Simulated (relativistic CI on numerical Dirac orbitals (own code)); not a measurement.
Slater and spin-orbit integrals, Sn II

Method of calculation: Dirac-Coulomb-Breit CI, KLI orbitals optimised for each configuration, QED by a radiative potential, valence Slater integrals scaled by 0.85, P86 correlation energy added to each configuration (own radial code, finite nucleus).

Slater integrals F^k, G^k are unscaled and averaged over j, outside the closed core [Kr] 4d10; ζ comes from projecting the Hamiltonian with its Breit term on Σ l·s of the shell.

- 5s2 5p: ζ(5p) = 2812.5 cm⁻¹; <r>(5p) = 2.961, <r^2>(5p) = 10.02 (bohr units).
- 5s 5p2: F^2(5p,5p) = 36234, G^1(5s,5p) = 48034, ζ(5p) = 2824 cm⁻¹; <r>(5s) = 2.31, <r^2>(5s) = 6.056, <r>(5p) = 2.912, <r^2>(5p) = 9.69 (bohr units).
- 5s2 5d: ζ(5d) = 71.602 cm⁻¹; <r>(5d) = 5.313, <r^2>(5d) = 32.25 (bohr units).

In this model ζ of a weakly bound d, f or g electron outside closed shells comes out too small, for d by up to a factor of two or three and at times with the wrong sign; that of an outer p electron is too small as well.

Correlation outside the listed configurations is missing or only estimated: errors of thousands of cm⁻¹ between configurations and terms are usual at this charge. Rates and lifetimes follow the computed energies and can be off by large factors. The fine structure of a lone outer electron comes out too small, for d and f at times inverted, and misplaced configurations move strength between like terms. 15 of the 15 excited levels that our extract of the measured tables holds in this range could be paired (the sources list more); they are missed by 4075 cm⁻¹ on average and 6545 at most, and levels without a partner can miss by more.

Averages of the first 10 configurations, taken without configuration mixing, which lowers the lowest level and can move excited configurations by several eV; other configurations of the list can lie among them:

| Configuration | Parity | States | Average energy above the lowest level (eV) |
| --- | --- | --- | --- |
| 5s2 5p | odd | 6 | 0.8 |
| 5s 5p2 | even | 30 | 7.8 |
| 5s2 6s | even | 2 | 7.7 |
| 5s2 5d | even | 10 | 8.9 |
| 5s2 6p | odd | 6 | 9.5 |
| 5s2 4f | odd | 14 | 12.0 |
| 5s2 6d | even | 10 | 11.7 |
| 5p3 | odd | 20 | 16.6 |
| 5s 5p 5d | odd | 120 | 15.5 |
| 5s2 7s | even | 2 | 11.3 |
